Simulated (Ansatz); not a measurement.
Hg3⁺: single points at one geometry.

```yaml
crystal:
  periodic: [false, false, false]
  atoms:
    - {symbol: Hg, position_ang: [-0.002289, 0.006372, -0.003330]}
    - {symbol: Hg, position_ang: [2.944030, 0.567988, -0.930652]}
    - {symbol: Hg, position_ang: [-2.941741, -0.574359, 0.933982]}
basis:
  gaussian: {orbitals: def2-TZVP, initial_orbitals: start.molden}
total_charge: 1
magnetization: {spin_polarized: true, initial_magnetization: 3}
hamiltonian: {xc: {name: LC-wPBE}}
scf: {omitted_lower_state_checks: [starts]}
output: {orbitals: {seedname: orbitals}}
```

The file start.molden holds the orbitals of an earlier run on this structure, at another level or in another basis.

```sh
$ ansatz run in.yaml --threads 4 --pin off --events-out ev --progress --plain --max-ram 3916MiB
```

Shortened log:

```
Functional definition: LC-wPBE
1170 factors; their error is unknown
300 factors; integrals over basis functions are off by at most 1.1e-4 eV
mean field evaluation 1: about -12520.4764 eV, gradient 4.5e0 eV
mean field evaluation 2: about -12520.6596 eV, gradient 2.9e-1 eV
mean field evaluation 4: about -12520.6550 eV, gradient 1.1e-1 eV
mean field evaluation 8: about -12520.6551 eV, gradient 1.9e-5 eV
mean field -12520.65505356 eV, -460.1255864134 hartree, gradient 1.9e-5 eV, S^2 3.758246; 0 other end points of the search recorded, 0 dependent functions left out
reference -12520.65505357 eV, -460.1255864138 hartree; 31, 28 occupied and 98, 101 virtual orbitals, 1170 factors
Total energy: -12520.65505357 eV, -460.1255864138 hartree
Checks for a lower state left out: starts
```

Hardware: 4 threads of Arm Neoverse V1 on a shared host. Wall time 6.5 s.

First input, but with `hamiltonian: {xc: {name: B3LYP}}` (abridged; 3.6 s):

```
Functional definition: B3LYP
mean field -12524.19928024 eV, -460.2558343418 hartree, gradient 3.4e-6 eV, S^2 3.752372
Total energy: -12524.19954496 eV, -460.2558440701 hartree
Checks for a lower state left out: starts
```

The first input with `hamiltonian: {xc: pbe}`, `correlation: {method: rpa}` and without the key `output` (abridged; 4.8 s):

```
Functional definition: PBE
mean field -12522.55435537 eV, -460.1953844675 hartree, gradient 3.3e-6 eV, S^2 3.752729
Total energy: -12484.62780926 eV, -458.8016096058 hartree
Checks for a lower state left out: starts
```

First input, but with `hamiltonian: {xc: pbe0}` and without the key `scf` (abridged; 19 s):

```
Functional definition: PBE0
mean field evaluation 16: about -12519.1905 eV, gradient 8.7e-1 eV
mean field evaluation 32: about -12518.7499 eV, gradient 3.0e0 eV
mean field evaluation 64: about -12518.8901 eV, gradient 4.4e-1 eV
mean field -12519.43848953 eV, -460.0808785099 hartree, gradient 4.1e-6 eV, S^2 3.754029; 13 other end points of the search recorded, 0 dependent functions left out
Total energy: -12519.43853370 eV, -460.0808801331 hartree
```

Geometry: PBE/def2-TZVP.

In the def2 sets Hg takes a core potential; there is no spin–orbit coupling. LC-ωPBE has ω = 0.4 bohr⁻¹. B3LYP takes the VWN-RPA correlation. Correlated methods freeze no core orbitals; core or outer-core shells of Hg are correlated, in sets that lack core-valence functions. At PBE0/def2-TZVP a doublet of charge 1 lies 4.93 eV below the quartet, each at its own geometry. The structure comes from a short search, and lower isomers may exist.
